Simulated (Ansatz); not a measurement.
CH7BFGeN, SMILES `NB(F)[CH2][GeH3]`, relaxed with RKS PBE0-D4/def2-TZVP in the Gaussian-basis code of Ansatz from a PBE-D4/def2-SVP geometry. The force threshold is 0.005 eV/Å; the program also tests the step.

Total charge 0; spin multiplicity 1.

Start:

```xyz
12

N    -1.392    1.011    1.026
B    -0.001    0.891    0.842
F     0.786    1.071    1.936
C     0.663    0.510   -0.534
Ge    0.517   -1.443   -0.824
H    -2.071    0.885    0.276
H    -1.803    1.229    1.933
H     0.167    0.995   -1.400
H     1.738    0.776   -0.552
H     1.345   -1.890   -2.061
H    -0.971   -1.821   -1.067
H     1.022   -2.214    0.424
```

| step | energy (eV) | largest force (eV/Å) | largest move (Å) |
| --- | --- | --- | --- |
| 1 | -62544.5754 | 0.563 | 0.000 |
| 2 | -62544.6089 | 0.187 | 0.024 |
| 3 | -62544.6120 | 0.044 | 0.020 |
| 4 | -62544.6125 | 0.062 | 0.022 |
| 5 | -62544.6135 | 0.031 | 0.027 |
| 6 | -62544.6146 | 0.146 | 0.144 |
| 7 | -62544.6159 | 0.051 | 0.019 |
| 8 | -62544.6167 | 0.016 | 0.038 |
| 9 | -62544.6173 | 0.063 | 0.091 |
| 10 | -62544.6174 | 0.072 | 0.031 |
| 11 | -62544.6176 | 0.033 | 0.005 |
| 12 | -62544.6177 | 0.016 | 0.006 |
| 13 | -62544.6177 | 0.006 | 0.011 |
| 14 | -62544.6178 | 0.009 | 0.018 |
| 15 | -62544.6178 | 0.008 | 0.004 |
| 16 | -62544.6178 | 0.003 | 0.004 |

End:

```xyz
12

N    -1.409    1.187    1.010
B    -0.073    0.811    0.850
F     0.675    0.721    1.968
C     0.582    0.455   -0.521
Ge    0.600   -1.487   -0.822
H    -2.049    1.282    0.243
H    -1.809    1.376    1.913
H     0.061    0.903   -1.370
H     1.625    0.782   -0.547
H     1.343   -1.812   -2.131
H    -0.845   -2.008   -0.936
H     1.298   -2.209    0.342
```

Hardware: 4 threads of an Arm Neoverse V1 on a shared host. Wall time 78 s, peak host memory 0.61 GiB.
